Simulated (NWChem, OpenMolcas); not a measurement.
How basis sets differ on C2H3Br (vinyl bromide)

C2H3Br has 6 atoms, charge 0, and is taken as a singlet. As SMILES, `C=CBr`. Geometry: relaxed at PBE0-D4/def2-TZVP.

Quantity: the dipole moment, in D. The values are calculated.

**The experiment to reproduce.** NIST CCCBDB gives the dipole moment of the gas as 1.42 D.

```json
{"level": "HF/ANO-RCC-MB (DKH2)", "kind": "Hartree–Fock", "program": "OpenMolcas", "value (D)": "1.49", "computed − measured": "+0.07", "CPU time": "3.6 s"}
{"level": "HF/ANO-S-MB", "kind": "Hartree–Fock", "program": "OpenMolcas", "value (D)": "0.68", "computed − measured": "-0.74", "CPU time": "2.1 s"}
{"level": "HF/STO-3G", "kind": "Hartree–Fock", "program": "NWChem", "value (D)": "1.40", "computed − measured": "-0.02", "CPU time": "3.9 s"}
{"level": "HF/3-21G", "kind": "Hartree–Fock", "program": "NWChem", "value (D)": "1.62", "computed − measured": "+0.20", "CPU time": "4.3 s"}
{"level": "HF/def2-SVP", "kind": "Hartree–Fock", "program": "NWChem", "value (D)": "1.65", "computed − measured": "+0.23", "CPU time": "17 s"}
{"level": "HF/aug-cc-pVDZ", "kind": "Hartree–Fock", "program": "NWChem", "value (D)": "1.75", "computed − measured": "+0.33", "CPU time": "3.7 min"}
```

Nearest: HF/STO-3G (-0.02 D); farthest: HF/ANO-S-MB (-0.74 D). The measured dipole is a vibrational average, so differences of a few hundredths of a debye mean little. All-electron rows without a relativistic Hamiltonian named are non-relativistic. Magnitudes only. Sets without polarisation functions give poor dipoles. Times are those of the runs behind each value, whatever else they computed, on shared processors of several kinds: orders of magnitude only.
